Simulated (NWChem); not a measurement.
System: AuNH4S; SMILES [NH3]->[Au][SH]

The following NWChem deck was run.

```
start job
memory heap 200 mb stack 900 mb global 1100 mb
geometry units angstroms
  Au    -0.062986    -0.099094    -0.091086
  S      0.906685     1.415141     1.308324
  H      1.656288     0.553642     1.965673
  N     -1.048766    -1.511947    -1.486884
  H     -1.721266    -1.015076    -2.058844
  H     -1.533303    -2.237475    -0.972049
  H     -0.363106    -1.945054    -2.093941
end
basis spherical
  * library def2-svp
end
ecp
  Au library def2-ecp
end
dft
  xc pbe0
  iterations 150
end
driver
  maxiter 120
end
task dft optimize
dft
  grid fine
  convergence energy 1d-8 density 1d-7
end
task dft freq numerical
```

Parts of the log:

```
             Northwest Computational Chemistry Package (NWChem) 7.3.0
             --------------------------------------------------------

 C1  symmetry detected

                             Geometry "geometry" -> ""
                             -------------------------

 Output coordinates in angstroms (scale by  1.889725989 to convert to a.u.)

  No.       Tag          Charge          X              Y              Z
 ---- ---------------- ---------- -------------- -------------- --------------
    1 Au                  79.0000    -0.00045063     0.14797202     0.00003746
    2 S                   16.0000    -0.05860961    -2.12977584    -0.00007282
    3 H                    1.0000     1.24618627    -2.31335310    -0.00008300
    4 N                    7.0000    -0.02519667     2.36507722    -0.00013839
    5 H                    1.0000    -0.98107874     2.69686524    -0.04995253
    6 H                    1.0000     0.48538761     2.72437469    -0.79790471
    7 H                    1.0000     0.39923513     2.72319625     0.84711477

 Effective nuclear repulsion energy (a.u.)     524.2665278759

                                Z-matrix (autoz)
                                --------

 Units are Angstrom for bonds and degrees for angles

[...]

      ----------------------
      Optimization converged
      ----------------------

  Step       Energy      Delta E   Gmax     Grms     Xrms     Xmax
  ---- ---------------- -------- -------- -------- -------- --------
@    6    -590.76658292 -1.8D-07  0.00005  0.00001  0.00048  0.00133
                                     ok       ok       ok       ok

                                Z-matrix (autoz)
                                --------

 Units are Angstrom for bonds and degrees for angles

      Type          Name      I     J     K     L     M      Value     Gradient
      ----------- --------  ----- ----- ----- ----- ----- ---------- ----------
    1 Stretch                  1     2                       2.26937   -0.00003
    2 Stretch                  1     4                       2.14350    0.00002
    3 Stretch                  2     3                       1.35320   -0.00005
    4 Stretch                  4     5                       1.02069   -0.00002
    5 Stretch                  4     6                       1.02047   -0.00002
    6 Stretch                  4     7                       1.02046   -0.00002
    7 Bend                     1     2     3                96.53727    0.00000
    8 Bend                     1     4     5               111.11815   -0.00000
    9 Bend                     1     4     6               111.75917    0.00000
   10 Bend                     1     4     7               111.80894   -0.00000
   11 Bend                     2     4     5               110.06329   -0.00000
   12 Bend                     2     4     6               112.33156    0.00000
   13 Bend                     2     4     7               112.27792   -0.00000
   14 Bend                     4     2     3                97.53520    0.00000
   15 Bend                     5     4     6               107.22242    0.00000
   16 Bend                     5     4     7               107.24722    0.00000
   17 Bend                     6     4     7               107.43343    0.00000
   18 Torsion                  3     2     4     5         176.93550    0.00000
   19 Torsion                  3     2     4     6          57.54288    0.00000
   20 Torsion                  3     2     4     7         -63.67549    0.00000
   21 Torsion                  2     3     1     4         179.98695   -0.00000
   22 Torsion                  2     1     5     4         179.69947    0.00000
   23 Torsion                  2     1     6     4         174.84456    0.00000
   24 Torsion                  2     1     7     4        -174.55359   -0.00000

                         Geometry "geometry" -> "geometry"
                         ---------------------------------

 Output coordinates in angstroms (scale by  1.889725989 to convert to a.u.)

[...]

 Rotational Constants
 --------------------
 A=   3.752054 cm-1  (  5.398248 K)
 B=   0.067472 cm-1  (  0.097075 K)
 C=   0.066999 cm-1  (  0.096394 K)

 Temperature                      =   298.15K
 frequency scaling parameter      =   1.0000

 Zero-Point correction to Energy  =   29.923 kcal/mol  (  0.047685 au)
 Thermal correction to Energy     =   33.217 kcal/mol  (  0.052934 au)
 Thermal correction to Enthalpy   =   33.809 kcal/mol  (  0.053878 au)

 Total Entropy                    =   75.571 cal/mol-K
   - Translational                =   42.394 cal/mol-K (mol. weight = 246.9730)
   - Rotational                   =   24.057 cal/mol-K (symmetry #  =        1)
   - Vibrational                  =    9.120 cal/mol-K

 Cv (constant volume heat capacity) =   15.779 cal/mol-K
   - Translational                  =    2.979 cal/mol-K
   - Rotational                     =    2.979 cal/mol-K
   - Vibrational                    =    9.820 cal/mol-K

[normal modes left out]

 ----------------------------------------------------------------------------
 Normal Eigenvalue ||           Projected Infra Red Intensities
  Mode   [cm**-1]  || [atomic units] [(debye/angs)**2] [(KM/mol)] [arbitrary]
 ------ ---------- || -------------- ----------------- ---------- -----------
    1      -33.413 ||    0.009292           0.214         9.058       4.747
    2       -0.000 ||    0.008999           0.208         8.772       4.598
    3       -0.000 ||    0.004939           0.114         4.815       2.524
    4       -0.000 ||    0.001614           0.037         1.573       0.825
    5       -0.000 ||    0.008989           0.207         8.763       4.593
    6       -0.000 ||    0.002256           0.052         2.199       1.153
    7        0.000 ||    0.000001           0.000         0.001       0.000
    8      125.283 ||    0.007379           0.170         7.194       3.771
    9      128.294 ||    0.010749           0.248        10.479       5.492
   10      370.550 ||    0.006928           0.160         6.753       3.540
   11      403.080 ||    0.009263           0.214         9.030       4.733
   12      630.216 ||    0.019835           0.458        19.336      10.134
   13      651.161 ||    0.020418           0.471        19.905      10.433
   14      718.791 ||    0.004619           0.107         4.503       2.360
   15     1219.408 ||    0.109669           2.530       106.911      56.035
   16     1629.441 ||    0.024131           0.557        23.524      12.329
   17     1629.873 ||    0.023492           0.542        22.901      12.003
   18     2691.643 ||    0.004599           0.106         4.483       2.350
   19     3500.926 ||    0.018502           0.427        18.037       9.454
   20     3620.996 ||    0.057150           1.319        55.713      29.201
   21     3621.556 ||    0.058180           1.342        56.716      29.727
 ----------------------------------------------------------------------------

 ===============================================================================
      Negative Nuclear Hessian Mode    1  Eigenvalue =    -33.41 cm**(-1)
 -------------------------------------------------------------------------------
   Raw step length:  0.518 angstroms ;  The Raw step for this mode is:
    1 Au                  79.0000     0.00000811    -0.00000012    -0.00114011
    2 S                   16.0000     0.00000093     0.00002130     0.01657064
    3 H                    1.0000    -0.00037633    -0.00016052    -0.39863085
    4 N                    7.0000    -0.00018024    -0.00002884     0.00613498
    5 H                    1.0000     0.01042051     0.00081781    -0.18784485
    6 H                    1.0000     0.16002970    -0.00174835     0.10791840
    7 H                    1.0000    -0.16918416     0.00083960     0.09045082

  Geometry after  100.0% step for mode  1; Step length =  0.518 angstroms
   Maximum component (any atom: x,y, or z) displacement:  0.753
    1 Au                  79.0000    -0.00964895     0.17800450    -0.00101856
    2 S                   16.0000    -0.07688046    -2.09034615     0.01695246
    3 H                    1.0000     1.26199242    -2.28434654    -0.39938008
    4 N                    7.0000    -0.02319205     2.32143128     0.00629795
    5 H                    1.0000    -0.96566410     2.68409411    -0.23814060
    6 H                    1.0000     0.64761841     2.70121116    -0.68885644
    7 H                    1.0000     0.23196662     2.70404897     0.93660508

  Geometry after -100.0% step for mode  1; Step length =  0.518 angstroms
   Maximum component (any atom: x,y, or z) displacement:  0.753
    1 Au                  79.0000    -0.00966517     0.17800474     0.00126166
    2 S                   16.0000    -0.07688233    -2.09038875    -0.01618883
    3 H                    1.0000     1.26274508    -2.28402549     0.39788162
    4 N                    7.0000    -0.02283157     2.32148897    -0.00597201
    5 H                    1.0000    -0.98650512     2.68245849     0.13754911
    6 H                    1.0000     0.32755901     2.70470787    -0.90469324
    7 H                    1.0000     0.57033494     2.70236978     0.75570344

  Geometry after   50.0% step for mode  1; Step length =  0.259 angstroms
   Maximum component (any atom: x,y, or z) displacement:  0.377
    1 Au                  79.0000    -0.00965301     0.17800456    -0.00044850
    2 S                   16.0000    -0.07688093    -2.09035680     0.00866714
    3 H                    1.0000     1.26218058    -2.28426628    -0.20006465
    4 N                    7.0000    -0.02310193     2.32144570     0.00323046
    5 H                    1.0000    -0.97087435     2.68368520    -0.14421817
    6 H                    1.0000     0.56760356     2.70208534    -0.74281564
    7 H                    1.0000     0.31655870     2.70362918     0.89137967

  Geometry after  -50.0% step for mode  1; Step length =  0.259 angstroms
   Maximum component (any atom: x,y, or z) displacement:  0.377
    1 Au                  79.0000    -0.00966112     0.17800468     0.00069160
    2 S                   16.0000    -0.07688186    -2.09037810    -0.00790351
    3 H                    1.0000     1.26255692    -2.28410575     0.19856619
    4 N                    7.0000    -0.02292169     2.32147455    -0.00290452
    5 H                    1.0000    -0.98129487     2.68286740     0.04362668
    6 H                    1.0000     0.40757386     2.70383369    -0.85073404
    7 H                    1.0000     0.48574286     2.70278958     0.80092885

  Geometry after   26.5% step for mode  1; Step length =  0.138 angstroms
   Maximum component (any atom: x,y, or z) displacement:  0.200
    1 Au                  79.0000    -0.00965491     0.17800459    -0.00018115
    2 S                   16.0000    -0.07688115    -2.09036179     0.00478128
    3 H                    1.0000     1.26226883    -2.28422864    -0.10658468
    4 N                    7.0000    -0.02305966     2.32145247     0.00179179
    5 H                    1.0000    -0.97331799     2.68349343    -0.10016806
    6 H                    1.0000     0.53007618     2.70249533    -0.76812279
    7 H                    1.0000     0.35623283     2.70343229     0.87016872

  Geometry after  -26.5% step for mode  1; Step length =  0.138 angstroms
   Maximum component (any atom: x,y, or z) displacement:  0.200
    1 Au                  79.0000    -0.00965921     0.17800465     0.00042424
    2 S                   16.0000    -0.07688164    -2.09037310    -0.00401765
    3 H                    1.0000     1.26246866    -2.28414340     0.10508622
    4 N                    7.0000    -0.02296396     2.32146778    -0.00146585
    5 H                    1.0000    -0.97885123     2.68305918    -0.00042343
    6 H                    1.0000     0.44510124     2.70342370    -0.82542689
    7 H                    1.0000     0.44606873     2.70298647     0.82213980

  Geometry after   13.3% step for mode  1; Step length =  0.069 angstroms
   Maximum component (any atom: x,y, or z) displacement:  0.100
    1 Au                  79.0000    -0.00965599     0.17800460    -0.00002980
    2 S                   16.0000    -0.07688127    -2.09036462     0.00258155
    3 H                    1.0000     1.26231879    -2.28420733    -0.05366695
    4 N                    7.0000    -0.02303574     2.32145630     0.00097738
    5 H                    1.0000    -0.97470130     2.68338486    -0.07523190
    6 H                    1.0000     0.50883244     2.70272743    -0.78244881
    7 H                    1.0000     0.37869180     2.70332083     0.85816149

  Geometry after  -13.3% step for mode  1; Step length =  0.069 angstroms
   Maximum component (any atom: x,y, or z) displacement:  0.100
    1 Au                  79.0000    -0.00965814     0.17800464     0.00027290
    2 S                   16.0000    -0.07688152    -2.09037028    -0.00181792
    3 H                    1.0000     1.26241871    -2.28416471     0.05216850
    4 N                    7.0000    -0.02298788     2.32146395    -0.00065144
    5 H                    1.0000    -0.97746792     2.68316774    -0.02535959
    6 H                    1.0000     0.46634497     2.70319161    -0.81110087
    7 H                    1.0000     0.42360976     2.70309792     0.83414703
```

Level: PBE0/def2-SVP with def2 effective core potentials on Au. def2 effective core potentials on Au; no spin-orbit coupling. The optimisation ended at a saddle point (imaginary frequency).
